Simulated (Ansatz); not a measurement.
The cluster Al2F2 was relaxed with r2SCAN-D4 (def2-TZVP) in Ansatz in these states: neutral quintet, neutral singlet, neutral triplet. The geometries follow in no particular order.

A:

```xyz
4

Al    0.217    0.760   -0.583
Al    0.901   -1.513    0.845
F    -1.224    0.596   -1.377
F     0.106    0.156    1.115
```

B:

```tsv
atom	x (Å)	y (Å)	z (Å)
Al1	0.9078	0.5372	-0.6244
Al2	-0.9078	-0.5372	0.6244
F3	1.9786	0.1833	-1.8334
F4	-1.9786	-0.1833	1.8334
```

C:

```tsv
atom	x (Å)	y (Å)	z (Å)
Al1	0.948	-1.080	-0.424
Al2	-0.947	1.085	0.424
F3	1.922	-1.509	0.855
F4	-1.924	1.504	-0.855
```

**Question.** Judge from the bond lengths which geometry belongs to which state (an estimate).

**Answer.** A is the neutral quintet (Al2–F4 1.868 Å, Al1–F3 1.653 Å); B is the neutral triplet (Al2–F4 1.653 Å, Al1–F3 1.653 Å); C is the neutral singlet (Al2–F4 1.663 Å, Al1–F3 1.663 Å).

At PBE0-D4/def2-TZVP a singlet lies 4.44 eV below the neutral quintet. At PBE0-D4/def2-TZVP a singlet lies 1.18 eV below the neutral triplet. These are the stationary points nearest to one start from a short search; other shapes may lie lower in each state.
